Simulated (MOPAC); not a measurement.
MOPAC input (AM1):

```
AM1 1SCF GEO-OK AUX(PRECISION=9) THREADS=1
C2H5F

C    -1.18435400 1    0.16935200 1    0.19993800 1
C     0.30797200 1    0.19384400 1    0.42277400 1
F     0.96245700 1   -0.39075400 1   -0.66767900 1
H    -1.54195200 1   -0.85550100 1    0.09361500 1
H    -1.69398700 1    0.62584100 1    1.05159400 1
H    -1.44953700 1    0.72679400 1   -0.69919600 1
H     0.59445900 1   -0.37365700 1    1.31119500 1
H     0.68719400 1    1.21413500 1    0.51562900 1
```

From the output:

```
                                                       MOPAC v23.2.5 Linux

          FINAL HEAT OF FORMATION =        -64.28430 KCAL/MOL =    -268.96550 KJ/MOL

          COSMO AREA              =         84.19 SQUARE ANGSTROMS
          COSMO VOLUME            =         65.97 CUBIC ANGSTROMS

          IONIZATION POTENTIAL    =         11.722135 EV
          HOMO LUMO ENERGIES (EV) =        -11.722  3.669
          NO. OF FILLED LEVELS    =         10
          MOLECULAR WEIGHT        =         48.0599         POINT GROUP:  Cs

          MOLECULAR DIMENSIONS (Angstroms)

            Atom       Atom       Distance
            H     5    F     3     3.32356
            H     4    H     8     2.92661
            H     6    H     7     2.82273

          SCF CALCULATIONS        =          1

   ATOM   CHEMICAL          X               Y               Z
  NUMBER   SYMBOL      (ANGSTROMS)     (ANGSTROMS)     (ANGSTROMS)

     1       C         -1.18435400  *   0.16935200  *   0.19993800  *
     2       C          0.30797200  *   0.19384400  *   0.42277400  *
     3       F          0.96245700  *  -0.39075400  *  -0.66767900  *
     4       H         -1.54195200  *  -0.85550100  *   0.09361500  *
     5       H         -1.69398700  *   0.62584100  *   1.05159400  *
     6       H         -1.44953700  *   0.72679400  *  -0.69919600  *
     7       H          0.59445900  *  -0.37365700  *   1.31119500  *
     8       H          0.68719400  *   1.21413500  *   0.51562900  *

                             CARTESIAN COORDINATES

   1    C       -1.184354000     0.169352000     0.199938000
   2    C        0.307972000     0.193844000     0.422774000
   3    F        0.962457000    -0.390754000    -0.667679000
   4    H       -1.541952000    -0.855501000     0.093615000
   5    H       -1.693987000     0.625841000     1.051594000
   6    H       -1.449537000     0.726794000    -0.699196000
   7    H        0.594459000    -0.373657000     1.311195000
   8    H        0.687194000     1.214135000     0.515629000

           Empirical Formula: C2 H5 F  =     8 atoms

      MOLECULAR POINT GROUP   :   Cs

                  EIGENVALUES
 -48.37892 -32.85064 -24.15314 -17.07081 -16.87505 -15.73429 -13.72612 -13.30760
 -12.24323 -11.72214   3.66877   3.78048   3.98927   4.07408   4.61990   4.85532
   4.98879

              NET ATOMIC CHARGES AND DIPOLE CONTRIBUTIONS

  ATOM NO.   TYPE          CHARGE      No. of ELECS.   s-Pop       p-Pop
    1          C          -0.244368        4.2444     1.21903     3.02534
    2          C           0.013771        3.9862     1.21528     2.77095
    3          F          -0.187821        7.1878     1.92852     5.25930
    4          H           0.088572        0.9114     0.91143
    5          H           0.082294        0.9177     0.91771
    6          H           0.088572        0.9114     0.91143
    7          H           0.079489        0.9205     0.92051
    8          H           0.079489        0.9205     0.92051
 DIPOLE           X         Y         Z       TOTAL
 POINT-CHG.    -0.911     0.680     1.251     1.690
 HYBRID        -0.023     0.018     0.033     0.044
 SUM           -0.934     0.698     1.284     1.734

          ATOMIC ORBITAL ELECTRON POPULATIONS

     Atom    s        px        py        pz
    1  C   1.21903   0.95259   1.03916   1.03359
    2  C   1.21528   0.92075   0.98023   0.86997
    3  F   1.92852   1.82416   1.86343   1.57170
    4  H   0.91143
    5  H   0.91771
    6  H   0.91143
    7  H   0.92051
    8  H   0.92051

 **********************
 *                    *
 * JOB ENDED NORMALLY *
 *                    *
 **********************

 == MOPAC DONE ==
```

The geometry given is a B3LYP-D3(BJ)/def2-TZVP minimum.
